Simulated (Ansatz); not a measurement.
Computed with Ansatz on PBE0-D4/def2-TZVP structures; ΔE is electronic, products minus reactants. CBS: MP2 limit from def2 TZ/QZ plus the TZ coupled-cluster correction, frozen cores. This one scheme is used for every species. DFT in def2-TZVPP. Open shells (•) are unrestricted, without spin–orbit coupling. For Ge outer-core shells are correlated without core-valence functions, which leaves a few kJ/mol of doubt a bond. Scalar relativity is left out up to krypton. Each species was taken in one conformer, which may not be the lowest.

Consider the hydrogen abstraction from the Si–H bond: `O[SiH2][GeH2][OH]` + `[OH]`• → `O[SiH][GeH2][OH]`• + H₂O.

```json
{"level": "B2PLYP", "ΔE (kcal/mol)": "-32.2"}
{"level": "CCSD/def2-TZVPP", "ΔE (kcal/mol)": "-29.2"}
```

(1) What does CCSD(T)/CBS give? (Estimate.)

Largest T1 diagnostic among the species: 0.014.

Answers

(1) Ansatz gave: -33.2 kcal/mol. The listed levels differ from it by 1.0, 4.0 kcal/mol.

From PBE to PBE0 (25 % exact exchange), in def2-TZVPP and without D4, ΔE moves by +4.7 kcal/mol. In def2-TZVPP, CCSD(T) changes the Hartree–Fock value by −18.9 kcal/mol (the triples alone add −2.0 kcal/mol) and MP2 by −24.6 kcal/mol.
